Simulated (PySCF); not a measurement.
Molecule: `C#C/C=C(\C#C)OC(C)=O`, C₈H₆O₂.

Bonds (- single, = double, # triple, : aromatic): C1#C2, C2-C3, C3=C4, C4-C5, C5#C6, C4-O7, O7-C8, C8-C9, C8=O10. C1 carries H11; C3 carries H12; C6 carries H13; C9 carries H14, H15, H16. Stereochemistry as in C#C/C=C(\C#C)OC(C)=O.

Frames of a GFN2-xTB Langevin trajectory at 400 K; GIAO PBE0/pcSseg-1 shieldings in PySCF 2.14, gas phase, non-relativistic; equivalent atoms averaged within each frame.

Chemical shifts δ = σref − σ; TMS for 13C (σ = 186.93 ppm); 17O (σ = 336.08 ppm) vs H2O, all at this level. The references are static minima.

How do the shifts (ppm) fluctuate along the trajectory?

Answers


```tsv
time (fs)	C8	C4	C3	C1	C6	C2	C5	C9	O10	O7
250	165.7	151.8	109.8	101.5	95.2	90.0	82.6	29.5	433.5	247.1
425	184.2	148.1	108.3	110.3	94.2	84.4	94.3	34.1	500.9	257.1
625	177.0	145.6	124.0	109.8	105.8	90.3	87.1	28.9	468.8	237.6
800	175.6	150.2	100.9	108.0	87.5	81.4	83.9	25.7	474.2	277.5
1000	177.5	150.5	111.5	107.4	89.5	85.1	85.3	36.2	486.8	258.8
mean of frames	176.0	149.2	110.9	107.4	94.5	86.2	86.7	30.9	472.8	255.6
standard deviation	6.6	2.4	8.4	3.5	7.1	3.8	4.6	4.2	25.2	14.9
```

5 frames give an uncertainty of the mean of about the standard deviation over 2.2 at best, since frames this close in time may not be independent; classical motion lacks zero-point vibration, and the reference would need the same averaging.
